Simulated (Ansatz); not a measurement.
Abridged output of a molecular run in Ansatz:

```
Functional definition: HF
1528 factors; integrals over basis functions are off by at most 7.9e-4 eV
mean field evaluation 1: about -72145.8216 eV, gradient 3.3e1 eV
mean field evaluation 2: about -72146.0938 eV, gradient 3.3e1 eV
mean field evaluation 4: about -72149.1988 eV, gradient 4.7e0 eV
mean field evaluation 8: about -72149.2525 eV, gradient 3.3e-1 eV
mean field -72149.25248194 eV, -2651.4361241916 hartree, gradient 2.6e-6 eV, S^2 0.000000; 0 other end points of the search recorded, 0 dependent functions left out
17 core orbitals not correlated: weight in the atoms' cores, before any rotation towards them, 1.000 or more for the frozen orbitals, at most 0.000 for the correlated occupied ones
reference -72149.25248194 eV, -2651.4361241916 hartree; 19, 19 occupied and 217, 217 virtual orbitals, 1528 factors
second order -24.85625547 eV of doubles, -0.00000000 eV of singles
cycle   1  -25.03377145 eV  change   -1.8e-1 eV  update   1.2e-1
cycle   2  -25.76570126 eV  change   -7.3e-1 eV  update   3.4e-2
cycle   3  -25.88711433 eV  change   -1.2e-1 eV  update   1.5e-2
cycle   4  -25.88213439 eV  change    5.0e-3 eV  update   3.9e-3
cycle   5  -25.88377939 eV  change   -1.6e-3 eV  update   1.6e-3
cycle   6  -25.88441726 eV  change   -6.4e-4 eV  update   4.1e-4
cycle   7  -25.88452850 eV  change   -1.1e-4 eV  update   1.4e-4
cycle   8  -25.88460628 eV  change   -7.8e-5 eV  update   4.0e-5
cycle   9  -25.88462592 eV  change   -2.0e-5 eV  update   1.5e-5
perturbative correction -1.16387402 eV, -0.0427715812 hartree
Total energy: -72176.30098188 eV, -2652.4301382303 hartree
```

Its atoms:

```xyz
10

C    -1.476   -1.176    1.292
C    -0.508   -0.468    0.481
C     0.295    0.126   -0.197
Ge    1.550    1.046   -1.252
Cl    0.661    2.900   -1.903
H    -1.639   -0.658    2.240
H    -1.129   -2.188    1.512
H    -2.434   -1.249    0.774
H     2.790    1.414   -0.433
H     1.891    0.252   -2.515
```

(1) Which basis set was used?
A. def2-TZVPP
B. def2-QZVPP
C. def2-TZVPPD
D. cc-pV(D+d)Z

(2) Write the keys of the input that set method, charge and spin (a neutral closed shell needs none for the last two).

Results:

(1) A. It gives 253 functions.

(2) 
```yaml
correlation: {method: ccsd_t}
```
